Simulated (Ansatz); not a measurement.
Calculated with Ansatz (gas phase, PBE0-D4/def2-TZVP geometries, no zero-point term in ΔE). CBS: MP2 limit from def2 TZ/QZ plus the TZ coupled-cluster correction, frozen cores. This one scheme is used for every species. Functionals use def2-TZVPP. B3LYP here is the variant with VWN-RPA as its local correlation; programs differ in this. For Ge outer-core shells are correlated without core-valence functions, which leaves a few kJ/mol of doubt a bond. Scalar relativity is left out up to krypton.

Consider the hydrogenolysis of a C–C bond: `C/C=[N]\[GeH3]` + H₂ → `C=[N][GeH3]` + CH₄.

CCSD(T)/CBS gives -50.4 kJ/mol.

(1) Another level gave -48.5 kJ/mol. Which?
A. PBE0-D4/def2-TZVPP
B. B3LYP/def2-TZVPP
C. CCSD(T)/def2-TZVPP
D. HF/def2-TZVPP

Largest T1 diagnostic among the species: 0.013.

Results:

(1) A. PBE0-D4 -48.5, B3LYP -60.9, CCSD(T)/def2-TZVPP -53.0, HF/def2-TZVPP -71.5 kJ/mol.

In def2-TZVPP, CCSD(T) changes the Hartree–Fock value by +18.5 kJ/mol (the triples alone add +4.1 kJ/mol) and MP2 by +22.7 kJ/mol. The D4 term adds +9.1 kJ/mol with B3LYP and +5.0 kJ/mol with PBE0; it sums over pairs of atoms, weighted by their polarisabilities, and B3LYP, whose exchange is more repulsive, gets the larger term.
